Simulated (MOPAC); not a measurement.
MOPAC input (PM3):

```
PM3 FORCE THERMO(298,298) PRECISE LET CHARGE=-1 GEO-OK AUX(PRECISION=9) THREADS=1
C3H4Cl

C    -2.36642007 1   -0.00719505 1    0.27091525 1
C    -1.05761718 1    0.34608336 1    0.11336741 1
C     0.00013396 1   -0.53202776 1    0.04746082 1
Cl    1.58371169 1    0.09500651 1   -0.15410672 1
H    -3.15935999 1    0.72502686 1    0.31622716 1
H    -2.68162396 1   -1.03664567 1    0.35914183 1
H    -0.81942505 1    1.41528777 1    0.03175847 1
H    -0.06657059 1   -1.61163268 1    0.11131972 1
```

From the output:

```
     H    8   0.071432   5.597331

          HEAT OF FORMATION =       6.398260 KCALS/MOLE

          ZERO POINT ENERGY      35.462 KCAL/MOL

           NORMAL COORDINATE ANALYSIS (Total motion = 1 Angstrom)

   Root No.       1         2         3         4         5         6         7         8

                 1 A"      1 A'      2 A'      2 A"      3 A"      3 A'      4 A"      5 A"

                 172.4     273.1     423.5     504.6     563.0     728.9     750.0     934.6

           1    0.0000    0.0263   -0.1216    0.0000    0.0000   -0.0140    0.0000   -0.0000
           2   -0.0000   -0.0680   -0.0626   -0.0000   -0.0000    0.0051   -0.0000    0.0000
           3   -0.0998    0.0000   -0.0000   -0.0006   -0.0015   -0.0000   -0.0890    0.0298
           4   -0.0000    0.0214   -0.1112    0.0000   -0.0000   -0.0135   -0.0000    0.0000
           5    0.0000    0.0893    0.0477   -0.0000    0.0000    0.0572    0.0000   -0.0000
           6    0.1010    0.0000   -0.0000   -0.0366    0.0697   -0.0000    0.0308   -0.1014
           7   -0.0000   -0.0105   -0.0193    0.0000    0.0000    0.1647    0.0000   -0.0000
           8    0.0000    0.1103   -0.0133   -0.0000   -0.0000   -0.0753   -0.0000    0.0000
           9    0.1293   -0.0000   -0.0000   -0.0082   -0.0903    0.0000   -0.0140    0.0211
          10    0.0000   -0.0181    0.0939   -0.0000   -0.0000   -0.0457    0.0000    0.0000
          11   -0.0000   -0.0433    0.0159    0.0000    0.0000    0.0132   -0.0000   -0.0000
          12   -0.0418    0.0000    0.0000    0.0027    0.0002   -0.0000   -0.0002   -0.0011
          13    0.0000    0.1501   -0.0087   -0.0001    0.0000    0.1606   -0.0000    0.0000
          14   -0.0000   -0.1473   -0.1375    0.0000   -0.0000   -0.1117    0.0000   -0.0000
          15   -0.0617    0.0001    0.0000    0.4077   -0.2870    0.0000    0.2628   -0.1039
          16    0.0000   -0.0969   -0.2487    0.0000    0.0000   -0.2001   -0.0001   -0.0000
          17   -0.0000   -0.1477   -0.1453   -0.0000   -0.0000   -0.1186    0.0000    0.0000
          18   -0.2946   -0.0000   -0.0000   -0.2529   -0.0039   -0.0000    0.4450    0.0819
          19   -0.0000    0.0975   -0.1146   -0.0000   -0.0000   -0.1178   -0.0000   -0.0001
          20    0.0000    0.1264    0.0429    0.0000    0.0000   -0.0035    0.0000    0.0000
          21    0.2351    0.0001    0.0000    0.0004    0.0745   -0.0000    0.1001    0.5891
          22   -0.0000    0.0419    0.0735   -0.0000   -0.0001    0.1314   -0.0000   -0.0000
          23    0.0000    0.1240    0.0170    0.0000    0.0000   -0.0754    0.0000    0.0000
          24    0.0368   -0.0001   -0.0000    0.2908    0.4729    0.0000    0.0581    0.0719

   Root No.       9        10        11        12        13        14        15        16

                 4 A'      5 A'      6 A'      7 A'      8 A'      9 A'     10 A'     11 A'

                 976.8    1172.5    1186.7    1293.5    1495.9    1802.0    2998.5    3168.6

           1    0.0225   -0.0057   -0.0278    0.0052    0.1288   -0.1605   -0.0020   -0.0075
           2    0.0705    0.0279    0.0146   -0.0086   -0.0124   -0.0106    0.0035   -0.0046
           3   -0.0000   -0.0000   -0.0000    0.0000    0.0000   -0.0000   -0.0000   -0.0000
           4    0.0151   -0.0058   -0.0082   -0.0448   -0.0314    0.2545    0.0349    0.0027
           5   -0.0236   -0.0334    0.0170    0.0363    0.1101    0.1174   -0.0655    0.0009
           6    0.0000   -0.0000   -0.0000   -0.0000   -0.0000    0.0000    0.0000   -0.0000
           7   -0.0471   -0.0329    0.0177   -0.0187   -0.0805   -0.0845    0.0026    0.0163
           8   -0.0086   -0.0272   -0.0344   -0.0320   -0.1080   -0.0969    0.0031   -0.0590
           9   -0.0000    0.0000    0.0000   -0.0000   -0.0000   -0.0000   -0.0000    0.0000
          10    0.0075   -0.0058    0.0026    0.0016    0.0018   -0.0021   -0.0002    0.0007
          11   -0.0034    0.0054   -0.0030    0.0007    0.0014   -0.0005   -0.0001   -0.0004
          12    0.0000   -0.0000   -0.0000    0.0000    0.0000   -0.0000    0.0000   -0.0000
          13    0.3062    0.0901   -0.0081    0.3230   -0.1652   -0.0418   -0.0217    0.0612
          14   -0.1156   -0.0321    0.0045   -0.1885    0.1771   -0.0927   -0.0432    0.1022
          15    0.0000    0.0000    0.0000    0.0001   -0.0000    0.0000    0.0000   -0.0000
          16   -0.2458   -0.0535   -0.0377    0.3722   -0.0727    0.0197    0.0009    0.0256
          17   -0.1096   -0.0060    0.0109    0.2074   -0.1369    0.1190   -0.0049   -0.0490
          18   -0.0000   -0.0000   -0.0000    0.0000   -0.0000    0.0000   -0.0000    0.0000
          19   -0.0649    0.2527    0.4637   -0.0455   -0.0766   -0.0894   -0.3985   -0.0045
          20   -0.0651    0.1013    0.2661    0.0403    0.1073   -0.0689    0.7581    0.0133
          21   -0.0000    0.0000    0.0000    0.0000   -0.0000   -0.0000   -0.0001   -0.0000
          22   -0.1463    0.4445   -0.2906   -0.0119    0.0512    0.0724    0.0052   -0.2432
          23   -0.0466    0.1376   -0.1435   -0.0305   -0.0742   -0.0583   -0.0055    0.6966
          24   -0.0000    0.0001   -0.0000   -0.0000    0.0000    0.0000   -0.0000   -0.0000

   Root No.      17        18

                12 A'     13 A'

                3177.8    3183.7

           1   -0.0368    0.0291
           2   -0.0372   -0.0608
           3   -0.0000    0.0000
           4    0.0036   -0.0017
           5   -0.0037   -0.0015
           6   -0.0000    0.0000
           7   -0.0015    0.0008
           8    0.0101   -0.0027
           9    0.0000   -0.0000
          10   -0.0001    0.0000
          11    0.0001   -0.0000
          12    0.0000    0.0000
          13    0.3457    0.0835
          14    0.5628    0.0972
          15    0.0000    0.0000
          16    0.0517   -0.4025
          17   -0.1157    0.6358
          18    0.0000   -0.0001
          19   -0.0171   -0.0093
          20    0.0258    0.0118
          21   -0.0000    0.0000
          22    0.0378   -0.0094
          23   -0.1076    0.0304
          24    0.0000   -0.0000

           MASS-WEIGHTED COORDINATE ANALYSIS (NORMAL COORDINATES)

   Root No.       1         2         3         4         5         6         7         8

                 1 A"      1 A'      2 A'      2 A"      3 A"      3 A'      4 A"      5 A"

                 172.4     273.1     423.5     504.6     563.0     728.9     750.0     934.6

           1    0.0001    0.1276   -0.4565    0.0000    0.0000   -0.0605    0.0001   -0.0000
           2   -0.0000   -0.3303   -0.2348   -0.0000   -0.0000    0.0219   -0.0000    0.0000
           3   -0.4278    0.0000   -0.0001   -0.0034   -0.0076   -0.0000   -0.4927    0.1443
           4   -0.0001    0.1040   -0.4175    0.0000   -0.0000   -0.0581   -0.0000    0.0001
           5    0.0000    0.4337    0.1790   -0.0000    0.0000    0.2463    0.0000   -0.0000
           6    0.4332    0.0000   -0.0001   -0.2196    0.3521   -0.0000    0.1707   -0.4909
           7   -0.0001   -0.0510   -0.0726    0.0000    0.0001    0.7086    0.0000   -0.0000
           8    0.0000    0.5353   -0.0500   -0.0000   -0.0000   -0.3242   -0.0000    0.0000
           9    0.5543   -0.0001   -0.0000   -0.0494   -0.4564    0.0001   -0.0774    0.1020
          10    0.0000   -0.1507    0.6057   -0.0000   -0.0000   -0.3380    0.0000    0.0000
          11   -0.0000   -0.3612    0.1025    0.0000    0.0000    0.0975   -0.0000   -0.0000
          12   -0.3081    0.0000    0.0001    0.0280    0.0018   -0.0001   -0.0018   -0.0088
          13    0.0000    0.2110   -0.0095   -0.0001    0.0001    0.2002   -0.0001    0.0000
          14   -0.0000   -0.2071   -0.1496    0.0000   -0.0000   -0.1392    0.0000   -0.0000
          15   -0.0766    0.0001    0.0000    0.7077   -0.4201    0.0000    0.4216   -0.1457
          16    0.0001   -0.1363   -0.2704    0.0001    0.0000   -0.2495   -0.0001   -0.0000
          17   -0.0000   -0.2077   -0.1580   -0.0000   -0.0000   -0.1478    0.0000    0.0000
          18   -0.3659   -0.0001   -0.0000   -0.4391   -0.0057   -0.0000    0.7140    0.1148
          19   -0.0000    0.1371   -0.1246   -0.0000   -0.0000   -0.1468   -0.0000   -0.0001
          20    0.0000    0.1777    0.0467    0.0000    0.0000   -0.0043    0.0000    0.0001
          21    0.2921    0.0001    0.0000    0.0007    0.1091   -0.0000    0.1607    0.8265
          22   -0.0000    0.0589    0.0799   -0.0001   -0.0001    0.1638   -0.0000   -0.0000
          23    0.0000    0.1744    0.0184    0.0000    0.0000   -0.0940    0.0000    0.0000
          24    0.0457   -0.0001   -0.0000    0.5048    0.6923    0.0000    0.0932    0.1009

   Root No.       9        10        11        12        13        14        15        16

                 4 A'      5 A'      6 A'      7 A'      8 A'      9 A'     10 A'     11 A'

                 976.8    1172.5    1186.7    1293.5    1495.9    1802.0    2998.5    3168.6

           1    0.1385   -0.0334   -0.1469    0.0288    0.5391   -0.4542   -0.0078   -0.0334
           2    0.4328    0.1627    0.0770   -0.0482   -0.0521   -0.0300    0.0136   -0.0204
           3   -0.0000   -0.0000   -0.0000    0.0000    0.0001   -0.0000   -0.0000   -0.0000
           4    0.0925   -0.0337   -0.0433   -0.2496   -0.1313    0.7203    0.1346    0.0121
           5   -0.1451   -0.1949    0.0898    0.2022    0.4608    0.3323   -0.2524    0.0039
           6    0.0000   -0.0000   -0.0000   -0.0000   -0.0001    0.0001    0.0001   -0.0000
           7   -0.2896   -0.1917    0.0934   -0.1044   -0.3371   -0.2391    0.0099    0.0724
           8   -0.0531   -0.1585   -0.1817   -0.1782   -0.4519   -0.2741    0.0120   -0.2612
           9   -0.0000    0.0000    0.0000   -0.0000   -0.0000   -0.0000   -0.0000    0.0001
          10    0.0794   -0.0585    0.0235    0.0156    0.0127   -0.0103   -0.0016    0.0051
```

The dipole moment of an ion depends on the origin.
